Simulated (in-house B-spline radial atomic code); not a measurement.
Results of a calculation; reference values are marked as such.
## Co ion on Cu atom: potential, deflection and energy transfer

The pair potential comes from two frozen, spherical free-atom densities (PBE, B-spline radial code, scalar-relativistic past argon): electrostatics plus the change in Thomas-Fermi kinetic and Dirac exchange energy where they overlap, the recipe behind the universal ZBL potential, which averages such potentials (from solid-state densities) over many pairs. It is written V = (Z1 Z2 e²/r) φ(r/a), with e² = 14.3996 eV·Å and a = 0.46850 Å/(Z1^0.23 + Z2^0.23); ZBL's fit is φ = 0.18175 e^(−3.1998x) + 0.50986 e^(−0.94229x) + 0.28022 e^(−0.4029x) + 0.02817 e^(−0.20162x). Where φ falls below 4e-4 it is continued as an exponential.

Masses 58.93 and 63.55 u.

| x = r/a | φ, this pair | φ, ZBL |
| --- | --- | --- |
| 0.1 | 0.8945 | 0.8928 |
| 0.5 | 0.6264 | 0.6096 |
| 1.5 | 0.3161 | 0.2995 |
| 3 | 0.1401 | 0.1292 |
| 5 | 0.05507 | 0.05224 |
| 8 | 0.0173 | 0.01705 |
| 12 | 0.00433 | 0.00474 |
| 17 | 0.001067 | 0.001212 |

Q: At x = 6.5 the electrostatic, kinetic and exchange parts are -178.33, 733.88 and -71.38 eV. Find r, V and φ.

A: a = 0.46850/(2.1341 + 2.1695) = 0.10886 Å, so r = 0.70761 Å. V = -178.33 + 733.88 + (-71.38) = 484.17 eV. The bare repulsion is 27 × 29 × 14.3996/0.70761 = 15934 eV, so φ = 0.0304, +4.3 % against ZBL's 0.0291. The kinetic (Pauli) term is 152 % of V here, as the other two terms together attract.

Q: The ion comes in at 19.96 keV with impact parameter 0.2177 Å. The scattering integral gives a centre-of-mass angle of 59.86° and a closest approach of 2.878 a. What are the reduced energy, the energy passed on and the laboratory angles?

A: ε = E a M2/(Z1 Z2 e² (M1 + M2)) = 19960 × 5.0098e-06 = 0.1. The most that one collision can pass on is γE with γ = 4 M1 M2/(M1 + M2)² = 0.9986. Here T = γE sin²(θ/2) = 0.9986 × 19960 × 0.249 = 4962 eV. The ion turns by arctan(sin θ/(cos θ + M1/M2)) = 31.2°, and the struck atom leaves at (180° − θ)/2 = 60.1°. The closest approach is 0.313 Å. With ZBL the angle would be 57.39° and T = 4596 eV.
